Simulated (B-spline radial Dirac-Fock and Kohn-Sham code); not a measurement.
**Scattering functions of Cs⁴⁹⁺**

System: Cs⁴⁹⁺, configuration [He] 2s2 2p2.

These are calculated numbers from a radial atomic solver; the model is Dirac-Fock densities. f₀ is the Fourier transform of the spherical electron density, S the Waller-Hartree incoherent function, and s = sin θ/λ.

```
s (Å⁻¹)     f₀      S
      0  6.000  0.000
   0.05  5.999  0.001
    0.1  5.996  0.005
   0.15  5.992  0.012
    0.2  5.985  0.022
   0.25  5.977  0.034
    0.3  5.967  0.048
   0.35  5.956  0.066
    0.4  5.942  0.086
   0.45  5.927  0.108
    0.5  5.910  0.133
    0.6  5.871  0.190
    0.7  5.825  0.256
    0.8  5.773  0.331
    0.9  5.715  0.414
      1  5.651  0.505
    1.1  5.582  0.602
    1.2  5.507  0.705
    1.4  5.345  0.927
    1.6  5.166  1.163
    1.8  4.975  1.409
      2  4.774  1.659
    2.5  4.252  2.269
      3  3.735  2.817
    3.5  3.256  3.275
      4  2.835  3.641
      5  2.193  4.147
      6  1.785  4.464
```

f₀ starts at the number of electrons, 6, and has fallen to half at s ≈ 3.80 Å⁻¹. The sum of ⟨r²⟩ over the electrons is 0.04952 bohr².
